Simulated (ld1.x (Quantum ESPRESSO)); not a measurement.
# What one change does to a pseudopotential (In, TM)

indium (In), norm-conserving Troullier–Martins (Kleinman–Bylander form), made with ld1.x (Quantum ESPRESSO) 7.5 (BP86, scalar-relativistic). Core [Kr], reference 4d10 5s2 5p0.5 (charge +0.5). Waves: 5s (bound): rc 2.15 bohr; 5p (bound): rc 2.65 bohr; 4d (bound): rc 1.35 bohr. Local part: all-electron potential smoothed inside 2.40 bohr (lloc = -1). Core correction: Bessel-smoothed model core, default radius (core density twice the valence density).

Change: local potential all-electron potential smoothed inside 1.36 bohr (lloc = -1).

Cutoffs: the cutoffs (Ry, on a coarse ladder) from which the occupation-weighted sum of valence levels, in a spherical-Bessel basis at the reference potential, stays within 10 and 1 mRy of its value at 400 Ry; they do not see the model core or the augmentation charge, which bear on the density cutoff. Errors are all-electron minus pseudo energies relative to the spin-unpolarised reference configuration.

Q: How do hardness, ghosts and transferability respond?

A: The potential gets neither clearly harder nor softer (90 Ry and 140 Ry → 90 Ry and 140 Ry); a bound ghost appears in p, s, which as a rule spoils a file; the number of tests that count goes from 7 to 5; of the 5 tests that both files solve, the error grows in 0 and shrinks in 2 by more than 15 % and 0.3 meV (median size 2.5 → 2.5 meV); the range in which the d phases agree widens (upper end 0.3 → at the end of the scan). In the separable form a ghost depends on how the local part lies against the semilocal potential of the channel, so the choice of the local part can create or remove one.

```tsv
quantity	base	changed
cutoff, loose	90 Ry	90 Ry
cutoff, tight	140 Ry	140 Ry
bound ghosts	none	s, p
tests counted (converged, no solver errors)	7 of 7	5 of 7
error for 4d10 5s2 5p1, meV [ΔE -2.02 eV]	+0.4	+0.1
error for 4d10 5s2 5p0, meV [ΔE 3.50 eV]	-1.1	-1.1
error for 4d10 5s1 5p0, meV [ΔE 22.93 eV]	-12	-13
error for 4d10 5s1 5p2, meV [ΔE 3.85 eV]	-2.5	-2.5
error for 4d9 5s0 5p0, meV [ΔE 107.76 eV]	-194	-69
s: phases at 2.90 bohr within 0.05 rad from the reference energy up to (Ry; the scan ends near 5)	1.1	1.7
p: phases at 2.90 bohr within 0.05 rad from the reference energy up to (Ry; the scan ends near 5)	1.8	n/a
d: phases at 2.90 bohr within 0.05 rad from the reference energy up to (Ry; the scan ends near 5)	0.3	to the end of the scan
```

Changed file: Tests not counted: 4d9 5s2 5p1 (solver errors, printed error -3.7 eV); 4d9 5s2 5p2 (solver errors, printed error -13.3 eV). A true bound ghost makes a file unfit for plane-wave use even where its test errors are small: the radial tests pick states by their node count and pass the ghost by. Where a test does run into it, the solver fails or the error is huge.
